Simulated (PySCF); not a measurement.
Bonds (- single, = double, # triple, : aromatic): O1=P2, P2-P3, P2-C4, C4=C5, C5-C6, C6-C7, C7=C8, C8-P2. P3 carries H9, H10; C4 carries H11; C5 carries H12; C6 carries H13, H14; C7 carries H15; C8 carries H16.

[PySCF 2.14: geometry from GFN2-xTB; shielding tensors at PBE0/pcSseg-1 (GIAO); a single conformation; rapidly exchanging positions averaged; isolated molecule; no relativistic terms]

List the cross peaks expected in HSQC, COSY and HMBC spectra.

Results:



HSQC (one-bond C–H):
```tsv
δH	δC
6.88 (H12/H15)	147.9 (C5/C7)
6.81 (H11/H16)	142.6 (C4/C8)
3.07 (H13)	32.9 (C6)
2.42 (H14)	32.9 (C6)
```

COSY cross peaks (H two or three bonds apart, from the bond graph; peaks can be absent where the dihedral angle is near 90°):
```tsv
δH	δH
6.88 (H12/H15)	6.81 (H11/H16)
6.88 (H12/H15)	3.07 (H13)
6.88 (H12/H15)	2.42 (H14)
3.07 (H13)	2.42 (H14)
```

HMBC (two and three bonds, from the bond graph):
```tsv
δH	δC
6.88 (H12/H15)	147.9 (C5/C7), 142.6 (C4/C8), 32.9 (C6)
6.81 (H11/H16)	147.9 (C5/C7), 142.6 (C4/C8), 32.9 (C6)
3.07 (H13)	147.9 (C5/C7), 142.6 (C4/C8)
2.42 (H9/H10)	142.6 (C4/C8)
2.42 (H14)	147.9 (C5/C7), 142.6 (C4/C8)
```

Scale: 1H and 13C vs TMS (reference shieldings calculated alike).

Short H···H contacts in this conformer between protons four or more bonds apart (candidates for NOE cross peaks, intensity ∝ r⁻⁶): H9···H14 2.63 Å.

Shifts are as computed. Against solution values, carbons near 30 ppm lie about +3 ppm off and those near 130 ppm about +5 ppm. Of 1211 compounds with measured shifts, 218 miss one by over three times the rms of a fit or turn the order of signals round; such compounds aren't used in these exercises.
